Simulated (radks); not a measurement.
Values are calculated unless marked as measured or tabulated.
Problem. All-electron atom: Er XLIX in [Ar] 3d2. Code: a radial shooting solver on a logarithmic mesh with Libxc functionals. Model: scalar-relativistic Kohn-Sham, LB94 model potential, spin-polarised, spherical densities, finite nucleus; open shells are filled with parallel spins first (spin-orbit coupling, left out, can overturn this in heavy ions); Fermi nuclear charge, rms radius 5.2516 fm. Some entries of the table are withheld. Estimate them.

| orbital | occ. | eigenvalue (hartree) | <r> (bohr) | <r^2> (bohr^2) |
|---|---|---|---|---|
| 1s down | 1 | -2228.821 | 0.02034 | 0.0005663 |
| 1s up | 1 | -2228.810 | 0.02034 | 0.0005663 |
| 2s up | 1 | -466.8383 | 0.08570 | 0.008664 |
| 2s down | 1 | -466.8378 | 0.08566 | 0.008655 |
| 2p down | 3 | -426.5220 | (1) | 0.007012 |
| 2p up | 3 | -426.5050 | (2) | 0.007020 |
| 3s up | 1 | -176.6557 | 0.2121 | 0.05122 |
| 3s down | 1 | -176.1959 | 0.2123 | 0.05132 |
| 3p up | 3 | -164.4651 | 0.2082 | 0.05003 |
| 3p down | 3 | -164.0024 | 0.2084 | 0.05014 |
| 3d up | 2 | -151.6638 | 0.1842 | (3) |
| 3d down | 0 | -151.2257 | 0.1842 | (4) |

Solution. 
(1) 2p down <r> (bohr): 0.07589
(2) 2p up <r> (bohr): 0.07592
(3) 3d up <r^2> (bohr^2): 0.03926
(4) 3d down <r^2> (bohr^2): 0.03928
